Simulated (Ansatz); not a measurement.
Basis-set extrapolation for `BB(F)OC` (PBE0-D4/def2-TZVP geometry, frozen core, Ansatz 0.2.0). Multiplicity 1, RHF reference.

```csv
,def2-TZVPP,def2-QZVPP
HF,-264.629763,-264.642200
MP2 correlation,-0.847298,-0.914215
CCSD(T) correlation,-0.913491,not run
```

Energies in hartree. Use E(X) = E(∞) + A·exp(−7.88·√X) for Hartree–Fock and E(X) = E(∞) + B·X^(−2.97) for correlation, with X = 3 and 4, and add CCSD(T) minus MP2 of the smaller set to the MP2 limit.

Question: What is the CCSD(T) energy at the basis-set limit?

Answer: HF limit: -264.642200 + (-0.012437) × 0.13774 = -264.64391. MP2 limit: -0.914215 + (-0.066917) × 0.74074 = -0.96378. Higher-order term: -0.913491 − (-0.847298) = -0.06619. Total: -265.67388 hartree, 343.0 kJ/mol below CCSD(T)/def2-TZVPP.
